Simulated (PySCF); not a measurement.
hex-1-yne (C₆H₁₀), SMILES C#CCCCC. The structure is a stationary point at PBE0-D3(BJ)/def2-SVP. The values are those of a single conformer.

Computed equilibrium geometry at PBE0-D3(BJ)/def2-SVP (PySCF confirms it by a frequency run) as Cartesian coordinates in Å (one conformer of several):
```xyz
16

C      2.3537     0.3102    -1.0941
C      1.5274    -0.3489    -0.5019
C      0.5222    -1.1188     0.2206
C     -0.3248    -0.2773     1.1837
C     -1.0732     0.8794     0.5305
C     -2.0638     0.4596    -0.5448
H      3.0902     0.8867    -1.6219
H      1.0257    -1.9233     0.7828
H     -0.1279    -1.6274    -0.5118
H      0.3312     0.1167     1.9769
H     -1.0431    -0.9532     1.6794
H     -1.6028     1.4374     1.3208
H     -0.3394     1.5829     0.1013
H     -1.5597    -0.0023    -1.4081
H     -2.6267     1.3247    -0.9265
H     -2.7962    -0.2676    -0.1569
```
Charge 0, spin multiplicity 1.
